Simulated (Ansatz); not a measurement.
Gas-phase electronic energies from Ansatz, PBE0-D4/def2-TZVP geometries. CCSD(T)/CBS adds triple-zeta CCSD(T) − MP2 to the extrapolated MP2 energy (def2 sets, frozen cores). This one scheme is used for every species. DFT in def2-TZVPP. No spin–orbit coupling; open shells (•) take unrestricted orbitals. One conformer a species, not always the lowest.

Reaction (hydrogen abstraction from the O–H bond): `C[SiH](O)F` + `[SiH3]`• → `C[SiH]([O])F`• + SiH₄

`C[SiH](O)F`:

Cartesian coordinates in Å:
```
C -0.399 -0.942 -0.538
Si -0.006 0.766 0.060
O 0.622 0.790 1.568
F 1.042 1.398 -0.973
H -0.820 -0.908 -1.546
H -1.127 -1.422 0.120
H 0.497 -1.567 -0.572
H -1.179 1.661 0.111
H 1.369 0.225 1.769
```

`[SiH3]`•:

```xyz
4

Si   -0.158   -0.162    0.250
H     1.122    0.362    0.793
H    -1.043    0.943   -0.203
H     0.080   -1.143   -0.840
```

`C[SiH]([O])F`•:

Z-matrix (Å, degrees):
```
C
Si 1 1.854
H 1 1.092 2 110.5
H 1 1.091 2 110.6 3 -120.6
H 1 1.093 2 109.2 3 119.2
O 2 1.646 1 107.7 3 57.9
F 2 1.595 1 108.6 3 -64.9
H 2 1.484 1 116.1 3 174.8
```

SiH₄:

```xyz
5

Si    0.000    0.000    0.000
H     1.480   -0.113   -0.024
H    -0.569   -0.702   -1.178
H    -0.388    1.432   -0.042
H    -0.523   -0.618    1.244
```

```tsv
level	ΔE (kJ/mol)
BLYP-D4	102.6
r2SCANh-D4	117.2
ωB97M-V	114.5
r2SCAN	116.3
CCSD/def2-SVP	114.3
CCSD(T)/def2-SVP	115.7
CCSD/def2-TZVPP	118.4
CCSD(T)/def2-TZVPP	123.0
```

Q: What does CCSD(T)/CBS give? (An estimate is asked.)

A: The calculation gave: +128.9 kJ/mol. The listed levels differ from it by -26.3, -11.7, -14.4, -12.6, -14.6, -13.2, -10.5, -5.9 kJ/mol.

Largest T1 diagnostic among the species: 0.017.

At CCSD(T), def2-SVP lies −13.2 kJ/mol from the extrapolated value and def2-TZVPP −6.0 kJ/mol. Leaving LDA and LC-ωPBE aside and taking each functional with its dispersion term where it has one, the values, not all of them listed here, spread over 29.8 kJ/mol, from BHLYP-D4 to PBE-QIDH. LDA lies +24.3 kJ/mol from PBE without D4.
